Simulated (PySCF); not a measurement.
# Spinor energies of Pb⁴⁺ (lead, charge +4)

Start: [Xe] 4f14 5d10. Calculated with PySCF 2.14 in x2c-TZVPPall-2c (11s11p9d3f, 110 functions): generalised Hartree-Fock with the X2C-1e Hamiltonian and a Gaussian nucleus; one run each with spin-orbit coupling (SO) switched off, then screened by Boettger's factors.

| spinor shell | electrons | ε, spin-free (eV) | ε, screened SO (eV) | weight of nominal j (screened SO) | rms radius, screened SO (bohr) |
| --- | --- | --- | --- | --- | --- |
| 1s1/2 | 2 | -88551.3 | -88512.6 | 1.000 | 0.0181 |
| 2s1/2 | 2 | -16032.2 | -16019.9 | 1.000 | 0.0730 |
| 2p1/2 | 2 | -13777.5 | -15362.2 | 1.000 | 0.0617 |
| 2p3/2 | 4 | -13777.5 | -13167.7 | 1.000 | 0.0700 |
| 3s1/2 | 2 | -3953.2 | -3949.2 | 1.000 | 0.186 |
| 3p1/2 | 2 | -3296.9 | -3653.2 | 1.000 | 0.178 |
| 3p3/2 | 4 | -3296.9 | -3156.7 | 1.000 | 0.195 |
| 3d3/2 | 4 | -2614.4 | -2675.7 | 1.000 | 0.170 |
| 3d5/2 | 6 | -2614.4 | -2570.5 | 1.000 | 0.175 |
| 4s1/2 | 2 | -966.27 | -965.06 | 1.000 | 0.408 |
| 4p1/2 | 2 | -747.63 | -835.92 | 1.000 | 0.412 |
| 4d3/2 | 4 | -488.31 | -502.00 | 1.000 | 0.455 |
| 4d5/2 | 6 | -488.31 | -478.36 | 1.000 | 0.466 |
| 5s1/2 | 2 | -207.97 | -207.80 | 1.000 | 0.916 |
| 4f5/2 | 6 | -200.44 | -202.76 | 1.000 | 0.493 |
| 4f7/2 | 8 | -200.44 | -197.79 | 1.000 | 0.495 |
| 5p1/2 | 2 | -145.20 | -161.77 | 1.000 | 0.982 |
| 5p3/2 | 4 | -145.20 | -138.71 | 1.000 | 1.07 |
| 5d3/2 | 4 | -69.806 | -71.587 | 1.000 | 1.32 |
| 5d5/2 | 6 | -69.806 | -68.599 | 1.000 | 1.36 |

**Question.** Where does 4p3/2 lie, and what is the 4p spin-orbit splitting (screened SO)?

**Answer.** At -712.68 eV, 123.24 eV above 4p1/2.

| quantity | spin-free | screened SO |
| --- | --- | --- |
| E (hartree) | -20862.27078 | -20900.15578 |
| M_J | 0 | 0 |
| ⟨J²⟩ | 0.000 | 0.000 |
| ⟨L²⟩ | 0.000 | 0.195 |
| ⟨S²⟩ | 0.000 | 0.195 |

Breit and QED terms are absent; they matter most for the inner s and p1/2 levels.

Densities and radii are taken from the X2C orbitals without a picture-change correction, which distorts them close to the nucleus.

Without spin-orbit coupling the j labels of p, d and f shells carry no meaning; the spin-free column gives the mean over the occupied spinors of each nl shell.
